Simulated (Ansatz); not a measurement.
Level of theory: frozen-core CCSD(T)/cc-pVTZ // B3LYP-D3(BJ)/def2-TZVP in Ansatz (a program for electronic structure).

Ansatz 0.2 input:
```yaml
crystal:
  periodic: [false, false, false]
  atoms:
    - { symbol: C, position_ang: [-1.537631, -0.797758, -0.064893] }
    - { symbol: Al, position_ang: [0.195289, 0.09743, 0.013982] }
    - { symbol: N, position_ang: [0.298518, 1.854122, 0.262713] }
    - { symbol: N, position_ang: [1.706153, -0.819589, -0.172113] }
    - { symbol: H, position_ang: [-2.030795, -0.622368, -1.025251] }
    - { symbol: H, position_ang: [-2.215894, -0.433601, 0.711138] }
    - { symbol: H, position_ang: [-1.446323, -1.879418, 0.05877] }
    - { symbol: H, position_ang: [-0.500832, 2.455548, 0.383127] }
    - { symbol: H, position_ang: [1.145715, 2.398107, 0.302176] }
    - { symbol: H, position_ang: [2.637831, -0.436133, -0.156547] }
    - { symbol: H, position_ang: [1.747968, -1.816339, -0.313101] }
basis:
  gaussian: { orbitals: cc-pVTZ }
correlation:
  method: ccsd_t
```

Output:

```
Functional definition: HF
1268 factors; integrals over basis functions are off by at most 1.5e-3 eV
mean field evaluation 1: about -10686.1393 eV, gradient 5.3e1 eV
mean field evaluation 2: about -10686.2187 eV, gradient 5.3e1 eV
mean field evaluation 4: about -10691.8234 eV, gradient 3.3e0 eV
mean field evaluation 8: about -10691.8782 eV, gradient 2.4e-1 eV
mean field evaluation 16: about -10690.1754 eV, gradient 2.9e1 eV
mean field -10691.87848217 eV, -392.9192870042 hartree, gradient 3.7e-6 eV, S^2 0.000000; 0 other end points of the search recorded, 0 dependent functions left out
8 core orbitals not correlated
reference -10691.87848217 eV, -392.9192870042 hartree; 12, 12 occupied and 202, 202 virtual orbitals, 1268 factors
second order -18.90814498 eV of doubles, -0.00000000 eV of singles
cycle   1  -19.37058172 eV  change   -4.6e-1 eV  update   7.9e-2
cycle   2  -19.77710352 eV  change   -4.1e-1 eV  update   2.3e-2
cycle   3  -19.85228716 eV  change   -7.5e-2 eV  update   1.1e-2
cycle   4  -19.84652484 eV  change    5.8e-3 eV  update   2.7e-3
cycle   5  -19.84691226 eV  change   -3.9e-4 eV  update   1.3e-3
cycle   6  -19.84685016 eV  change    6.2e-5 eV  update   3.6e-4
cycle   7  -19.84667568 eV  change    1.7e-4 eV  update   1.1e-4
cycle   8  -19.84667741 eV  change   -1.7e-6 eV  update   3.7e-5
cycle   9  -19.84667613 eV  change    1.3e-6 eV  update   1.0e-5
perturbative correction -0.73352713 eV, -0.0269566246 hartree
Total energy: -10712.45868543 eV, -393.6755955242 hartree
```

Cost: about 80 core-seconds (a rough figure).
